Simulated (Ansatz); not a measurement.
`CN(C)c1ccc(F)c(C#N)c1N(C)C` with charge +1. The state is a doublet with charge 1. Geometry r2SCAN-D4/def2-SVP, that of the neutral singlet.

```xyz
29

C     0.634    0.779    2.164
N    -0.524    1.005    1.310
C    -1.346    2.100    1.772
C    -0.314    0.891   -0.079
C    -0.534    1.983   -0.932
C    -0.306    1.929   -2.311
C     0.149    0.743   -2.850
F     0.367    0.645   -4.164
C     0.343   -0.405   -2.055
C     0.610   -1.626   -2.738
N     0.800   -2.619   -3.322
C     0.126   -0.355   -0.646
N     0.348   -1.465    0.158
C     1.407   -2.419   -0.106
C    -0.706   -1.957    1.027
H     1.201   -0.091    1.810
H     1.312    1.658    2.180
H     0.299    0.584    3.195
H    -2.274    2.157    1.183
H    -0.841    3.089    1.726
H    -1.616    1.919    2.825
H    -0.850    2.934   -0.499
H    -0.456    2.797   -2.955
H     1.816   -2.761    0.862
H     2.218   -1.940   -0.671
H     1.074   -3.309   -0.670
H    -1.392   -1.141    1.285
H    -1.274   -2.774    0.541
H    -0.271   -2.353    1.961
```

(1) Estimate the α-spin orbital energies around the gap (eV) in Ansatz with PBE-D4/def2-SVP, PBE0-D4/def2-SVP.

## Answers

(1) 
```tsv
orbital	PBE-D4/def2-SVP	PBE0-D4/def2-SVP
HOMO−5	-11.86	-13.75
HOMO−4	-11.76	-13.32
HOMO−3	-11.62	-13.06
HOMO−2	-11.12	-12.55
HOMO−1	-10.17	-11.43
HOMO	-9.87	-11.16
LUMO	-6.49	-5.78
LUMO+1	-5.82	-5.08
LUMO+2	-4.12	-3.02
LUMO+3	-3.31	-2.34
LUMO+4	-3.19	-2.15
LUMO+5	-3.00	-2.02
β HOMO	-9.84	-10.78
β LUMO	-9.35	-8.87
```
